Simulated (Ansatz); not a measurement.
Compounds of Si with 4 ligands, in which CH3 is traded for OH. Quantity: electronic atomisation energy to ground-state atoms, in kcal/mol. Each molecule is optimised on its own at B3LYP-D3(BJ)/def2-TZVP (Ansatz, a quantum-chemistry and plane-wave program), one conformer each, not searched for the lowest. Cores are frozen in the correlated levels unless marked. UHF or UKS for open shells. Spin-orbit coupling is left out. Non-relativistic. Basis-set limits of correlation are two-point, X^-3; Hartree-Fock from the larger set. The first level has limits of its own: it lacks core correlation, which all-electron functionals hold.

```json
[
 {"n(OH)": "0", "species (SMILES)": "C[Si](C)(C)C", "CCSD(T)/CBS(cc-pV(T+d)Z,cc-pV(Q+d)Z) (Ansatz)": "1542.3", "PBE/def2-TZVPD (Ansatz)": "1545.7", "B3LYP-D3(BJ)/def2-TZVPD (Ansatz + dftd3)": "1543.4"},
 {"n(OH)": "1", "species (SMILES)": "C[Si](C)(C)O", "CCSD(T)/CBS(cc-pV(T+d)Z,cc-pV(Q+d)Z) (Ansatz)": "1381.0", "PBE/def2-TZVPD (Ansatz)": "1382.8", "B3LYP-D3(BJ)/def2-TZVPD (Ansatz + dftd3)": "1377.4"},
 {"n(OH)": "2", "species (SMILES)": "C[Si](C)(O)O", "CCSD(T)/CBS(cc-pV(T+d)Z,cc-pV(Q+d)Z) (Ansatz)": "?", "PBE/def2-TZVPD (Ansatz)": "?", "B3LYP-D3(BJ)/def2-TZVPD (Ansatz + dftd3)": "?"},
 {"n(OH)": "3", "species (SMILES)": "C[Si](O)(O)O", "CCSD(T)/CBS(cc-pV(T+d)Z,cc-pV(Q+d)Z) (Ansatz)": "1064.3", "PBE/def2-TZVPD (Ansatz)": "1062.1", "B3LYP-D3(BJ)/def2-TZVPD (Ansatz + dftd3)": "1050.7"}
]
```

**Question.** Fit a straight line through the known rows at each level by least squares, predict the withheld row (n(OH) = 2), and compare with the run.

**Answer.** 
- The known rows have mean n(OH) = 1.33333 and Σ(n(OH) - mean)² = 4.6667.
- CCSD(T)/CBS(cc-pV(T+d)Z,cc-pV(Q+d)Z): mean 1329.200, Σ(n(OH) - mean)(y - mean) = -742.900, slope -159.192 kcal/mol a step; the line gives 1329.200 + (-159.192)×(2 - 1.33333) = 1223.1; the run gives 1221.6, -1.5 from the line, whose largest residual on the known rows is 1.3.
- PBE/def2-TZVPD: mean 1330.200, Σ(n(OH) - mean)(y - mean) = -751.700, slope -161.077 kcal/mol a step; the line gives 1330.200 + (-161.077)×(2 - 1.33333) = 1222.8; the run gives 1221.5, -1.3 from the line, whose largest residual on the known rows is 1.1.
- B3LYP-D3(BJ)/def2-TZVPD: mean 1323.833, Σ(n(OH) - mean)(y - mean) = -765.833, slope -164.106 kcal/mol a step; the line gives 1323.833 + (-164.106)×(2 - 1.33333) = 1214.4; the run gives 1213.1, -1.3 from the line, whose largest residual on the known rows is 1.1.
- PBE minus the first level along the series: +3.4, +1.8, -0.1, -2.2 kcal/mol.
